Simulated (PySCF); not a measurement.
Species: C₆H₁₁S (doublet state).
Atom-mapped SMILES: `[CH3:1][CH:2][C@H:3]([CH3:4])[C:5]([CH3:6])=[S:7]` (hydrogens: H8, H9, H10 on C1; H11 on C2; H12 on C3; H13, H14, H15 on C4; H16, H17, H18 on C6)

Geometry (GFN2-xTB, Å), atoms numbered from 1 in this order:
```
atom  x, y, z in Å
C1    -2.2985   -1.2377   -0.3314
C2    -1.2460   -0.2604   -0.6633
C3    -0.1063    0.0496    0.2344
C4    -0.0805    1.5506    0.5859
C5     1.1988   -0.3777   -0.3940
C6     2.4759    0.0372    0.2496
S7     1.1946   -1.2612   -1.7611
H8    -3.2233   -0.7368   -0.0161
H9    -1.9866   -1.9001    0.4742
H10   -2.5567   -1.8384   -1.2052
H11   -1.3180    0.2882   -1.5863
H12   -0.2101   -0.5170    1.1703
H13    0.1094    2.1394   -0.3082
H14    0.6845    1.7699    1.3255
H15   -1.0463    1.8425    0.9906
H16    3.3031   -0.5434   -0.1515
H17    2.6694    1.0912    0.0442
H18    2.4278   -0.0896    1.3308
```

The hyperfine couplings belong to this conformer and change with its torsions.

The calculation used UKS B3LYP, pcH-1 on C H S, non-relativistic, mean-field spin-orbit, GIAO (PySCF). Isolated species at its GFN2-xTB geometry (one conformer only). GFN2-xTB frequencies show an imaginary mode (39i cm⁻¹), so this geometry is no minimum at that level. A GFN2-xTB geometry isn't a minimum of the functional, and hyperfine couplings can be far from their values at a DFT geometry. No stability test was run, so a lower SCF solution isn't excluded.

Where do the isotropic ENDOR lines of H8/H9/H10, H11, H13/H14/H15, H12 and H16/H17/H18 fall at 3339.3 mT, to first order?

For S = 1/2 in fast tumbling each set of equivalent nuclei gives two lines, ν± = |νn ± a/2| to first order, with νn = g_N μN B/h and μN/h = 7.62259 MHz/T.

| nuclei | isotope | g_N | νn (MHz) | a_iso (MHz) | lower line (MHz) | upper line (MHz) |
| --- | --- | --- | --- | --- | --- | --- |
| H8/H9/H10 | 1H | 5.5857 | 142.18 | 78.28 | 103.04 | 181.32 |
| H11 | 1H | 5.5857 | 142.18 | -61.44 | 111.46 | 172.90 |
| H13/H14/H15 | 1H | 5.5857 | 142.18 | 5.67 | 139.34 | 145.01 |
| H12 | 1H | 5.5857 | 142.18 | 3.83 | 140.26 | 144.09 |
| H16/H17/H18 | 1H | 5.5857 | 142.18 | 2.54 | 140.91 | 143.45 |

Which pairs are centred on the nuclear Larmor frequency, and which on half the coupling?

Centred on νn, since |a| < 2νn: H8/H9/H10, H11, H13/H14/H15, H12 and H16/H17/H18. No pair has |a| > 2νn.

At what field would the lower line of H11 fall to zero frequency?

Where νn = |a|/2, that is B = 30.72 MHz/(5.5857 × 7.62259 MHz/T) = 721 mT, as far as first order holds there.

Nuclei that the bonding pattern makes equivalent are averaged, as if the motion that swaps them (rotation, inversion, ring flip) were fast. The three 1H nuclei of mean +78.3 MHz run from 13.6 to 145.0 MHz in the frozen geometry. The three 1H nuclei of mean +5.7 MHz run from -2.1 to 17.1 MHz in the frozen geometry.
